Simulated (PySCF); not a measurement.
## Circular dichroism: `N#CC1=CC[C@@H]2[C@@H](F)[C@H]12`, C$_{7}$H$_{6}$FN

Geometry (Å), atoms numbered from 1 in this order:
```xyz
15

N     2.779    0.568   -2.354
C     1.988    0.310   -1.564
C     1.016    0.010   -0.594
C     0.781   -1.191   -0.048
C    -0.296   -1.144    0.992
C    -0.769    0.298    0.955
C    -1.356    0.765   -0.338
F    -2.214    1.819   -0.293
C     0.093    1.040   -0.047
H     1.298   -2.101   -0.295
H     0.106   -1.411    1.973
H    -1.098   -1.850    0.765
H    -1.107    0.767    1.867
H    -1.648    0.069   -1.116
H     0.423    2.060    0.075
```

Computed with PySCF 2.14.0, TDDFT LC-wPBE/aug-cc-pVDZ circular dichroism and optical rotation, one conformer, gas phase. Geometry: GFN2-xTB.

(1) What are the CIP labels of the stereocentres?

(2) List the lowest 12 singlet excitations with oscillator and rotatory strengths.

Answers

(1) C6 S, C7 R, C9 S.

(2) Rotatory strengths R in 10⁻⁴⁰ esu² cm², velocity form and length form (origin at the centre of mass); f in length form.
```tsv
state	E (eV)	λ (nm)	f	R (velocity)	R (length)	main
1	5.81	213	0.209	-24.5	-24.8	HOMO→LUMO 0.90
2	6.71	185	0.001	-9.1	-9.3	HOMO−1→LUMO 0.42, HOMO−3→LUMO 0.40
3	7.15	173	0.003	+1.3	+1.3	HOMO→LUMO+10 0.33, HOMO−1→LUMO 0.12
4	7.24	171	0.0009	+1.2	+1.3	HOMO→LUMO+1 0.61
5	7.36	168	0.033	+26.0	+26.4	HOMO−3→LUMO 0.35, HOMO−1→LUMO 0.20
6	7.47	166	0.068	-19.2	-19.4	HOMO−2→LUMO 0.54, HOMO−1→LUMO 0.13
7	7.58	164	0.009	+1.6	+1.6	HOMO→LUMO+2 0.51, HOMO→LUMO+3 0.13
8	7.94	156	0.002	-13.9	-14.1	HOMO→LUMO+4 0.38, HOMO→LUMO+3 0.21
9	8.03	154	0.004	-5.3	-5.5	HOMO→LUMO+3 0.31, HOMO→LUMO+4 0.28
10	8.26	150	0.010	+1.8	+1.8	HOMO−4→LUMO 0.52, HOMO−6→LUMO 0.15
11	8.41	147	0.003	+2.6	+2.6	HOMO→LUMO+5 0.37, HOMO→LUMO+7 0.13
12	8.44	147	0.002	-10.8	-11.1	HOMO→LUMO+7 0.17, HOMO→LUMO+6 0.09
```

Among the states computed, the strongest CD band (largest |R|) is state 5. The largest dissymmetry factor in size, g = 4R/(D+G), with D and G the electric and magnetic dipole strengths, is -0.095 for state 2 (velocity form, f = 0.001), among bands with |R| over 0.5. The mirror image has the same energies and oscillator strengths and all R with the opposite sign.
